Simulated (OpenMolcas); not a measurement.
An OpenMolcas run meant for Br⁺ (ANO-R1, X2C; inactive shells 1s 2s 2p 3s 3p 3d 4s; intended active space 4 electrons in 3 orbitals (4p)). One step of its input:

```
&CASPT2
Multistate=3 1 2 3
Frozen=3 6
IPEA=0.25
Imaginary=1.5
MaxIter=60
WThr=0.0 0.3 0.05
PrWF=0.5
NoMix
```

The run finished. Its levels beside those of a sound run (SS-CASPT2, IPEA 0.25 Eh, imaginary shift 0.1 Eh (closed shells correlated: 3d 4s)), in cm⁻¹ above each run's lowest level:

| Level | This run | Usual run |
| --- | --- | --- |
| 4s² 4p⁴ ³P₂ | 0.0 | 0.0 |
| 4s² 4p⁴ ³P₁ | 2920 | 2925 |
| 4s² 4p⁴ ³P₀ | 3721 | 3704 |
| 4s² 4p⁴ ¹D₂ | 13656 | 13402 |
| 4s² 4p⁴ ¹S₀ | 30770 | 29677 |

Q: Which setting is unsound, and how much does it matter here?

A: The level shift is far above the usual 0.1 to 0.3 hartree and damps the second-order energy. Against the sound run the excited levels shown move by 340 cm-1 on average and by 1100 cm-1 at most.

CASPT2 does not keep the components of a term degenerate, so their means are used; among the terms shown or strongly mixed into the levels shown the widest spread is 130 cm-1 (4s² 4p⁴ ¹D, the sound run). With the s shell closed, the reference lacks s² → p² mixing. Only configurations of the active space appear.
